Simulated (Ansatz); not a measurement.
Gas-phase electronic energies from Ansatz, PBE0-D4/def2-TZVP geometries. CBS: MP2 limit from def2 TZ/QZ plus the TZ coupled-cluster correction, frozen cores. This one scheme is used for every species, atoms too. For atomizations the MP2-based limit and the directly extrapolated one differ by several kJ/mol either way, and by 10 to 25 for some Ge, Se and Sn compounds, so smaller differences from it don't rank the levels. Open shells (•) are unrestricted, without spin–orbit coupling. Spin–orbit coupling would lower the free atoms: a little for B, C, O, Si. Each species was taken in one conformer, which may not be the lowest.

`BO/C=N\[SiH3]` → B• + C• + 6 H• + N• + O• + Si•  (atomization)

Task: What is ΔE at CCSD(T)/CBS? (An estimate is asked.)

Result: Ansatz gave: +42.18 eV.

Task: What do these levels give: MP2/def2-SVP, MP2/def2-TZVPP, SCS-MP2/def2-TZVPP, CCSD/def2-TZVPP, CCSD(T)/def2-TZVPP, HF/CBS(def2)? (Estimate.)

Result: Ansatz gave: MP2/def2-SVP 40.40, MP2/def2-TZVPP 41.77, SCS-MP2/def2-TZVPP 41.77, CCSD/def2-TZVPP 40.37, CCSD(T)/def2-TZVPP 41.04, HF/CBS(def2) 30.68 eV.

Largest T1 diagnostic among the species: 0.015.

From PBE to PBE0 (25 % exact exchange), in def2-TZVPP and without D4, ΔE moves by −0.86 eV: exact exchange takes away binding that semilocal exchange gives to molecules. The D4 term adds +0.34 eV with B3LYP and +0.18 eV with PBE0; it sums over pairs of atoms, weighted by their polarisabilities, and B3LYP, whose exchange is more repulsive, gets the larger term.

B3LYP here is the variant with VWN-RPA as its local correlation; programs differ in this.
